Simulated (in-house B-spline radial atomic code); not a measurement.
Cu⁺. Computed with a B-spline radial atomic code. Model: non-relativistic spherical atom: semilocal Troullier-Martins pseudo-atom, one channel per l, against all electrons, high spin, G0W0 and RPA with empty states to l = 8, local potential for every l without a channel, a model core (radius 0 = none) keeps its share of the functional.

What the tables leave out is listed at the end.

The pseudopotential gives back the lowest level of each angular momentum of its own functional in the configuration it was made in; a second state of the same l is only approximately right. Exact exchange, RPA and GW see the smooth pseudo-orbitals and miss the exchange with the core, for which the functional's share stands in. The column with an uncorrelated core keeps all orbitals and exact exchange, and so separates missing core correlation from pseudisation. Only the three outermost levels and the lowest empty one were computed. RPA here is direct RPA, with no exchange kernel, and its energies carry an (l + 1/2)⁻⁴ tail. A hybrid on a potential with a model core restores only its own semilocal share of the core's exchange.

Command:
```bash
python run_psgw.py task.json out
```
Settings (lengths in bohr, energies in hartree):
```
Z                      29
electrons              28
configuration          [Ar] 3d10
generated_in           [Ar] 3d10 4s1
functional             lda,vwn
core_shells            3
radius_factor          1.15
core_correction        False
```

Time taken, with all properties: 11 s on 1 thread of Intel(R) Xeon(R) 6975P-C (Granite Rapids), with other jobs on the host.

Given: made with LDA VWN5; model core radius 0 bohr; local radius 0.915 bohr; mean-field start LDA VWN5.

Valence shells of the generating configuration: 3s, 3p, 3d, 4s.

Channel: s 0.709, p 0.723, d 2.084 (radii in bohr).

Computed: largest level miss in the spin-unpolarised generating configuration 0.042 eV; valence RPA correlation energy all-electron orbitals -1.4094 hartree; valence RPA correlation energy pseudo -1.1685 hartree; pseudo-atom RPA polarisability 6.7959 bohr³.

| level | occupied | mean-field all-electron (eV) | mean-field pseudo minus all (eV) | G0W0 all-electron (eV) | G0W0 uncorrelated core minus all (eV) | G0W0 pseudo minus all (eV) | exchange self-energy all-electron (eV) | exchange self-energy pseudo (eV) |
| --- | --- | --- | --- | --- | --- | --- | --- | --- |
| 3d | 1 | -14.104 | -0.097 | -20.313 | 0.084 | -0.328 | -46.216 | -38.62 |
| 4s (empty) | 0 | -11.831 | -0.048 | -7.8276 | 0.008 | -0.166 | -3.1602 | -2.7569 |

(1) What is the all-electron RPA polarisability, core included?

Given: mean-field start PBE0.

Computed: valence RPA correlation energy all-electron orbitals -1.34 hartree; valence RPA correlation energy pseudo -1.1171 hartree; pseudo-atom RPA polarisability 5.3571 bohr³.

```json
{"level": "3d", "occupied": "1", "mean-field all-electron (eV)": "-15.954", "mean-field pseudo minus all (eV)": "-0.153", "G0W0 all-electron (eV)": "-20.396", "G0W0 uncorrelated core minus all (eV)": "0.09", "G0W0 pseudo minus all (eV)": "-0.111", "exchange self-energy all-electron (eV)": "-46.522", "exchange self-energy pseudo (eV)": "-39.071"}
{"level": "4s (empty)", "occupied": "0", "mean-field all-electron (eV)": "-10.169", "mean-field pseudo minus all (eV)": "0.017", "G0W0 all-electron (eV)": "-7.6212", "G0W0 uncorrelated core minus all (eV)": "0.006", "G0W0 pseudo minus all (eV)": "-0.119", "exchange self-energy all-electron (eV)": "-2.6749", "exchange self-energy pseudo (eV)": "-2.3255"}
```

(2) What is the all-electron RPA polarisability, core included?

Given: mean-field start Hartree-Fock.

Computed: valence RPA correlation energy all-electron orbitals -1.1937 hartree; valence RPA correlation energy pseudo -1.0093 hartree; pseudo-atom RPA polarisability 3.4747 bohr³.

| level | occupied | mean-field all-electron (eV) | mean-field pseudo minus all (eV) | G0W0 all-electron (eV) | G0W0 uncorrelated core minus all (eV) | G0W0 pseudo minus all (eV) | exchange self-energy all-electron (eV) | exchange self-energy pseudo (eV) |
| --- | --- | --- | --- | --- | --- | --- | --- | --- |
| 3d | 1 | -22.045 | 0.188 | -20.451 | 0.096 | -0.579 | -47.124 | -39.5 |
| 4s (empty) | 0 | -6.3361 | -0.113 | -7.085 | 0.003 | -0.2 | -1.5298 | -1.4342 |

(3) What is the all-electron RPA polarisability, core included?

Answers

(1) 6.7433 bohr³.

(2) 5.349 bohr³.

(3) 3.2393 bohr³.

Among the listed levels the largest G0W0 shift of the pseudo-atom is -0.58 eV, for 3d on the Hartree-Fock start, while leaving the core uncorrelated moves that level by +0.10 eV. So pseudisation and the lost core exchange, not the missing core correlation, make the error. Not in the tables (levels of low weight, unsolved or above zero; the highest and the empty levels are kept at any weight): on LDA the G0W0 levels 3p (pseudo minus all +0.01 eV, weights 0.10 and 0.01), 3s (pseudo minus all -2.58 eV, weights 0.01 and 0.31); on PBE0 the G0W0 levels 3p (pseudo minus all -0.53 eV, weights 0.21 and 0.18), 3s (pseudo minus all -2.50 eV, weights 0.22 and 0.26); on Hartree-Fock the G0W0 levels 3p (pseudo minus all -1.02 eV, weights 0.69 and 0.65), 3s (pseudo minus all -1.76 eV, weights 0.07 and 0.25).
